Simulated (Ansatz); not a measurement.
CH6BFO2Si can be A, `B[Si](O)(F)OC`, or B, `CO[SiH2]B(O)F`.

Computed with Ansatz on PBE0-D4/def2-TZVP structures; ΔE is electronic, products minus reactants. CCSD(T)/CBS adds triple-zeta CCSD(T) − MP2 to the extrapolated MP2 energy (def2 sets, frozen cores). DFT in def2-TZVPP. B3LYP here is the variant with VWN-RPA as its local correlation; programs differ in this. Each species was taken in one conformer, which may not be the lowest.

(1) Which is lower in electronic energy at CCSD(T)/CBS, and by how much? (Best estimate.)

(2) Give E(B) − E(A) in kJ/mol with CCSD/def2-TZVPP, CCSD(T)/def2-TZVPP, B3LYP, HF/def2-TZVPP, ωB97M-V, PBE-D4, B2PLYP. (An estimate is asked.)

Largest T1 diagnostic: 0.013.

Results:

(1) Ansatz gave: B, by 26.1 kJ/mol.

(2) The calculation gave: CCSD/def2-TZVPP -27.5, CCSD(T)/def2-TZVPP -31.9, B3LYP -38.3, HF/def2-TZVPP -13.4, ωB97M-V -34.0, PBE-D4 -53.2, B2PLYP -33.5. None reverses the order clearly.

From PBE to PBE0 (25 % exact exchange), in def2-TZVPP and without D4, E(B) − E(A) moves by +9.7 kJ/mol. In def2-TZVPP, CCSD(T) changes the Hartree–Fock value by −18.5 kJ/mol (the triples alone add −4.4 kJ/mol) and MP2 by −15.7 kJ/mol.
